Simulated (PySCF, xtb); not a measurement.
Energy landscape of H2B, doublet: symmetric bend, bond length relaxed. Scanned: H-B-H angle. Other coordinates (B-H bond length) were minimised at PBE0/def2-TZVP. Each profile is relative to its own lowest point.

```csv
a / °,A,B,C
180,19.6,10.5,12.8
170,18.8,9.6,11.6
160,15.2,7.1,8.5
150,9.9,3.9,4.7
140,4.8,1.2,1.5
130,1.2,0.0,0.0
120,0.0,1.1,1.1
110,1.9,5.3,5.3
100,7.5,13.1,13.4
90,17.9,25.0,25.6
80,34.1,41.4,42.6
70,57.5,62.9,64.7
60,87.6,89.5,92.3
```

Energies in mEh.

Task: Assign the columns to these levels of theory: CCSD(T) on UHF/cc-pVTZ, 1 core orbital frozen in PySCF; xtb 6.7.1 with GFN1-xTB; unrestricted r2SCAN/cc-pVTZ (PySCF).

Result: A is GFN1-xTB; B is r2SCAN; C is CCSD(T).
